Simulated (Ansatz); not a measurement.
Cost and result for the atomization energy of `BN(CC=C)C(C)(C)C` (25 atoms, 24 bonds).

Z-matrix (Å, degrees):
```
C
N 1 1.456
C 1 1.498 2 115.7
H 1 1.095 2 108.7 3 -121.4
H 1 1.094 2 110.2 3 123.8
C 2 1.481 1 115.8 3 -100.5
B 2 1.389 1 117.9 3 81.7
C 3 1.323 1 126.7 2 -7.5
H 3 1.089 1 114.0 2 174.3
C 6 1.529 2 110.8 1 51.7
C 6 1.521 2 110.9 1 171.6
C 6 1.531 2 109.1 1 -69.2
H 7 1.198 2 117.4 1 1.4
H 7 1.192 2 122.2 1 -178.7
H 8 1.084 3 121.6 1 1.3
H 8 1.083 3 121.1 1 -178.5
H 10 1.091 6 110.9 2 62.4
H 10 1.092 6 109.3 2 -178.1
H 10 1.091 6 112.6 2 -58.6
H 11 1.092 6 108.7 2 -177.3
H 11 1.090 6 112.0 2 63.3
H 11 1.091 6 111.4 2 -58.0
H 12 1.092 6 110.2 2 -58.8
H 12 1.092 6 112.3 2 61.9
H 12 1.092 6 110.1 2 -178.4
```

Total charge 0; spin multiplicity 1. The structure was optimised at the PBE0-D4/def2-TZVP level. It is one conformer, not always the lowest. Program: Ansatz. All runs use 4 threads of an AMD EPYC 7R13 on a shared host and a share of an NVIDIA H100 80 GB. Times are those of one run each, without the atoms' runs, and a repeat can differ threefold. Electronic energies, without spin–orbit coupling; frozen cores. CCSD(T)/CBS adds CCSD(T) − MP2 in def2-TZVPP to the MP2 limit, and its time is that of the two runs behind it. T1 = 0.012. B3LYP takes the VWN-RPA correlation (the form of Gaussian; ORCA's B3LYP/G). HSE06 is the plane-wave form, built on full-range PBE exchange.

CCSD(T)/CBS is a level of theory with its own doubt, some kJ/mol a heavy atom from the limit and from the frozen cores, so smaller differences don't rank the functionals.

```tsv
level	functions	wall time	atomization (kcal/mol)	difference from CCSD(T)/CBS	per bond
LDA (SPW92)/def2-TZVPP	503	1.9 s	2739.3	335.4	14.0
BHLYP-D4/def2-TZVPP	503	2.4 s	2356.5	-47.4	-2.0
HSE06-D4/def2-TZVPP	503	2.7 s	2427.3	23.4	1.0
revPBE-D4/def2-TZVPP	503	3.2 s	2406.5	2.6	0.1
r2SCAN-D4/def2-TZVPP (with forces)	503	3.3 s	2412.1	8.2	0.3
PBE0-D4/def2-TZVPP	503	3.7 s	2426.1	22.2	0.9
B97M-V/def2-TZVPP	503	4.3 s	2410.8	6.9	0.3
CAM-B3LYP-D4/def2-TZVPP	503	4.4 s	2422.5	18.6	0.8
B3LYP-D4/def2-TZVPP (with forces)	503	4.9 s	2413.3	9.4	0.4
CCSD(T)/def2-SVP	206	5.5 s	2316.8	-87.1	-3.6
MP2/def2-QZVPP	993	9.5 s	2411.3	7.4	0.3
CCSD(T)/def2-TZVPP	503	37 s	2352.6	-51.3	-2.1
CCSD(T)/CBS(def2)	–	47 s	2403.9	0.0	0.0
```

From r2SCAN to r2SCAN0 (25 % exact exchange), in def2-TZVPP and without D4, the atomization energy moves by −24.1 kcal/mol: exact exchange takes away binding that semilocal exchange gives to molecules. The D4 term adds +25.0 kcal/mol with B3LYP and +13.6 kcal/mol with PBE0; it sums over pairs of atoms, weighted by their polarisabilities, and B3LYP, whose exchange is more repulsive, gets the larger term. Leaving LDA and LC-ωPBE aside and taking each functional with its dispersion term where it has one, the values, not all of them listed here, spread over 100.8 kcal/mol, from BHLYP-D4 to PBE-D4. LDA lies +297.8 kcal/mol from PBE without D4, its usual overbinding.
